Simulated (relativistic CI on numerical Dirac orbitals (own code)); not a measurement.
**Radial parameters of Tc XXI**

Calculated at this level of theory: Dirac-Coulomb-Breit CI, orbitals from a KLI potential per configuration, QED by a radiative potential, unscaled Slater integrals (own radial code, finite nucleus).

Slater integrals F^k, G^k are unscaled and averaged over j, outside the closed core [Ne]; ζ comes from projecting the Hamiltonian with its Breit term on Σ l·s of the shell.

- 3s²3p⁶3d⁵: F^2(3d,3d) = 284040, F^4(3d,3d) = 182360, ζ(3d) = 14381 cm⁻¹; <r>(3d) = 0.3547, <r^2>(3d) = 0.1474 (bohr units).
- 3s²3p⁵3d⁶: ζ(3p) = 121880, F^2(3d,3d) = 283250, F^4(3d,3d) = 181830, F^2(3p,3d) = 256200, G^1(3p,3d) = 287060, G^3(3p,3d) = 187270, ζ(3d) = 14140 cm⁻¹; <r>(3p) = 0.3873, <r^2>(3p) = 0.1733, <r>(3d) = 0.3556, <r^2>(3d) = 0.1481 (bohr units).
- 3s²3p⁴3d⁷: F^2(3p,3p) = 256860, ζ(3p) = 121780, F^2(3d,3d) = 282450, F^4(3d,3d) = 181290, F^2(3p,3d) = 255790, G^1(3p,3d) = 286960, G^3(3p,3d) = 187090, ζ(3d) = 13902 cm⁻¹; <r>(3p) = 0.3879, <r^2>(3p) = 0.1738, <r>(3d) = 0.3565, <r^2>(3d) = 0.1489 (bohr units).

**Question.** Give the Racah parameters of the d shell in 3s²3p⁶3d⁵.

**Answer.** B = F²/49 − 5F⁴/441 = 3729 cm⁻¹ and C = 35F⁴/441 = 14473 cm⁻¹.

Averages of the first 10 configurations, taken without configuration mixing, which lowers the lowest level and can move excited configurations by several eV; other configurations of the list can lie among them:

```csv
Configuration,Parity,States,Average energy above the lowest level (eV)
3s²3p⁶3d⁵,even,252,25.2
3s²3p⁵3d⁶,odd,1260,188.5
3s²3p⁴3d⁷,even,1800,355.6
3s3p⁶3d⁶,even,420,301.7
3p⁶3d⁷,even,120,583.3
3s3p⁵3d⁷,odd,1440,463.8
3s²3p⁶3d⁴4s,even,420,382.8
3s²3p⁶3d⁴4p,odd,1260,421.6
3s²3p⁶3d⁴4d,even,2100,478.9
3s²3p⁶3d⁴4f,odd,2940,532.0
```
